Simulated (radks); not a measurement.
Task: All-electron atom: Pm2+ in [Xe] 4f5. All-electron calculation, scalar-relativistic Kohn-Sham, AM05, spin-unpolarised, spherical densities, finite nucleus; Fermi nuclear charge, rms radius 4.962 fm. Program: a radial shooting solver on a logarithmic mesh with Libxc functionals. Some entries of the table are withheld. Estimate them.

orbital,occ.,eigenvalue (eV),r(max) (bohr),<r^2> (bohr^2)
1s,2,(1),(2),0.0007326
2s,2,-7326.989,0.08386,0.01157
2p,6,-6547.201,0.06764,0.009268
3s,2,-1607.410,0.2388,0.07769
3p,6,-1362.517,0.2339,0.07772
3d,10,-1026.287,(3),0.06571
4s,2,-329.5777,0.5521,0.3973
4p,6,-249.1787,0.5762,0.4489
4d,10,-135.5997,0.6026,0.5508
5s,2,-55.0614,1.289,2.323
5p,6,-35.7684,1.464,3.186
4f,5,-15.2283,0.6372,(4)

Result: 
(1) 1s eigenvalue (eV): -44989.49
(2) 1s r(max) (bohr): 0.01480
(3) 3d r(max) (bohr): 0.1917
(4) 4f <r^2> (bohr^2): 1.441
